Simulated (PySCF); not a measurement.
# Magnetic susceptibility: SMILES CC(=O)CC(Cl)Cl, C₄H₆Cl₂O

Molfile (atoms numbered from 1):
```
C4H6Cl2O
     RDKit          3D

 13 12  0  0  0  0  0  0  0  0999 V2000
   -1.9279    0.5574   -0.1663 C   0  0  0  0  0  0  0  0  0  0  0  0
   -0.7715   -0.3131   -0.5700 C   0  0  0  0  0  0  0  0  0  0  0  0
   -0.8947   -1.4335   -0.9852 O   0  0  0  0  0  0  0  0  0  0  0  0
    0.5880    0.3603   -0.4102 C   0  0  0  0  0  0  0  0  0  0  0  0
    1.7275   -0.6459   -0.4753 C   0  0  0  0  0  0  0  0  0  0  0  0
    2.3572   -1.0004    1.1492 Cl  0  0  0  0  0  0  0  0  0  0  0  0
    3.0577   -0.0700   -1.5106 Cl  0  0  0  0  0  0  0  0  0  0  0  0
   -1.7775    1.5846   -0.4866 H   0  0  0  0  0  0  0  0  0  0  0  0
   -2.0014    0.5467    0.9204 H   0  0  0  0  0  0  0  0  0  0  0  0
   -2.8542    0.1650   -0.5767 H   0  0  0  0  0  0  0  0  0  0  0  0
    0.6201    0.9325    0.5172 H   0  0  0  0  0  0  0  0  0  0  0  0
    0.6826    1.0685   -1.2382 H   0  0  0  0  0  0  0  0  0  0  0  0
    1.3775   -1.5914   -0.9014 H   0  0  0  0  0  0  0  0  0  0  0  0
  1  2  1  0
  2  3  2  0
  2  4  1  0
  4  5  1  0
  5  6  1  0
  5  7  1  0
  1  8  1  0
  1  9  1  0
  1 10  1  0
  4 11  1  0
  4 12  1  0
  5 13  1  0
M  END
```

Method: GIAO BHandHLYP/pcSseg-1 magnetisability, rotational g tensor and spin-rotation constants, non-relativistic, gas phase (PySCF 2.14.0). Geometry: GFN2-xTB, dihedral held. The dihedral C2–C4–C5–Cl7 is held at 135°.

(1) What are the magnetisability and the molar susceptibility?

(2) Split it along the inertial axes a, b, c into diamagnetic and paramagnetic parts about the centre of mass, with the quadrupole moment.

(3) And the rotational g tensor?

Answers

(1) Isotropic -1291 × 10⁻³⁰ J/T², or -77.8 × 10⁻⁶ cm³/mol; principal values -1511, -1347, -1016 × 10⁻³⁰ J/T², anisotropy 437 × 10⁻³⁰ J/T² (root of half the summed squared differences of the principal values). The susceptibility is in cgs units.

(2) 
| axis | χ (10⁻⁶ cm³/mol) | diamagnetic (10⁻⁶ cm³/mol) | paramagnetic (10⁻⁶ cm³/mol) | summed x² of all electrons (Å²) | quadrupole Θ (D Å) |
| --- | --- | --- | --- | --- | --- |
| a | -80.8 | -538.8 | 457.9 | 251.9 | +1.15 |
| b | -91.0 | -1244.7 | 1153.6 | 85.5 | +0.22 |
| c | -61.4 | -1431.6 | 1370.1 | 41.5 | -1.36 |

Anisotropies 2χaa − χbb − χcc = -9.2 and 2χbb − χaa − χcc = -39.8 × 10⁻⁶ cm³/mol. Θ is traceless in Buckingham's convention.

(3) 
| axis | rotational constant (GHz) | g | nuclear part | electronic part |
| --- | --- | --- | --- | --- |
| a | 2.5541 | -0.0241 | 0.5254 | -0.5495 |
| b | 1.0154 | -0.0045 | 0.5458 | -0.5503 |
| c | 0.8480 | -0.0152 | 0.5307 | -0.5459 |

Asymmetric top; isotopes 12C, 35Cl, 1H, 16O; no vibrational averaging.
